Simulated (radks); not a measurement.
The numbers below are computed, except where a source is named.
The selenium ion Se2.25+, 31.75 electrons, occupied as [Ar] 3d10 4s2 4p(up 1, down 0.75) (fractional occupations, a model configuration).

Code: a radial shooting solver on a logarithmic mesh with Libxc functionals. Model: non-relativistic Kohn-Sham, r2SCAN, spin-polarised, spherical densities, point nucleus; meta-GGA in the generalised Kohn-Sham scheme.

Energy parts (eV):
| part | energy |
|---|---|
| total | -65309.330 |
| kinetic | 65271.342 |
| electron-nucleus | -155379.507 |
| Hartree | 27147.980 |
| exchange-correlation | -2349.144 |

Orbitals (lengths in bohr, moments of r in powers of bohr; <r^-3> diverges for s and p1/2; r(max) is where P^2 peaks):
orbital,occ.,eigenvalue (eV),<r^4>,<r^-3>,r(max)
1s up,1,-12360.32,0.00001873,-,0.02971
1s down,1,-12360.29,0.00001873,-,0.02971
2s up,1,-1601.235,0.003812,-,0.1680
2s down,1,-1601.232,0.003812,-,0.1680
2p up,3,-1438.381,0.002664,1149,0.1334
2p down,3,-1438.362,0.002664,1149,0.1334
3s up,1,-238.0129,0.2441,-,0.5109
3s down,1,-237.9917,0.2440,-,0.5110
3p up,3,-181.3246,0.2891,161.5,0.5043
3p down,3,-181.2982,0.2888,161.4,0.5043
3d up,5,-81.6266,0.5251,20.00,0.4539
3d down,5,-81.5878,0.5222,20.01,0.4539
4s up,1,-40.5246,16.98,-,1.498
4s down,1,-40.1433,17.00,-,1.497
4p up,1,-28.3973,29.96,14.68,1.687
4p down,0.75,-28.0175,30.17,14.70,1.685

The highest occupied level is 4p down at -28.017 eV. Spin moment in Bohr magnetons: 0.25.
